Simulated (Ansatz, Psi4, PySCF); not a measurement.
Molecule: SiHSCl2, charge 0, multiplicity 2. SMILES: Cl[Si](S)Cl
Coordinates optimised at B3LYP-D3(BJ)/def2-TZVP (Ansatz, a quantum-chemistry and plane-wave program):
```
Si
Cl 1 2.0640
Cl 1 2.0731 2 109.73
S 1 2.1439 2 105.30 3 120.61
H 4 1.3458 1 93.17 2 -174.04
```
Charge 0, spin multiplicity 2.

Property: size of the dipole moment, in D. Conventions: open shells spin-unrestricted; non-relativistic; 6-311+G** with 5d, 6d on Na to Ar in Ansatz; 6-31G* and kin with 6d, 5d where marked; no spin-orbit coupling; dispersion terms only where a functional's name holds one. First-principles rows: single points at B3LYP-D3(BJ) geometries (Ansatz).

```json
[
 {"level": "PBE/def2-SVP", "program": "Ansatz", "size of the dipole moment (D)": "1.44"},
 {"level": "PBE/6-311+G**", "program": "Ansatz", "size of the dipole moment (D)": "1.68"},
 {"level": "BLYP/6-31G*", "program": "Ansatz", "size of the dipole moment (D)": "1.62"},
 {"level": "BP86/6-31G* (5d)", "program": "PySCF", "size of the dipole moment (D)": "1.65"},
 {"level": "B3LYP/6-31G", "program": "Ansatz", "size of the dipole moment (D)": "2.30"},
 {"level": "B3LYP/6-31G*", "program": "Ansatz", "size of the dipole moment (D)": "1.74"},
 {"level": "B3LYP/6-31+G*", "program": "Ansatz", "size of the dipole moment (D)": "1.79"},
 {"level": "B3LYP/6-311+G**", "program": "Ansatz", "size of the dipole moment (D)": "1.77"},
 {"level": "PBE0/6-311+G**", "program": "Ansatz", "size of the dipole moment (D)": "1.81"},
 {"level": "wB97X-D/6-311+G**", "program": "Psi4", "size of the dipole moment (D)": "1.83"}
]
```

No value to compare with is used here. The 10 habitual levels span 1.44 (PBE/def2-SVP) to 2.30 D (B3LYP/6-31G).

The levels are drawn from those run, B3LYP/6-31G* more often than the rest, none by its result; left out are runs that failed, that the program found above a lower state of the same kind, or whose <S^2> lies over 0.5 above the pure value.
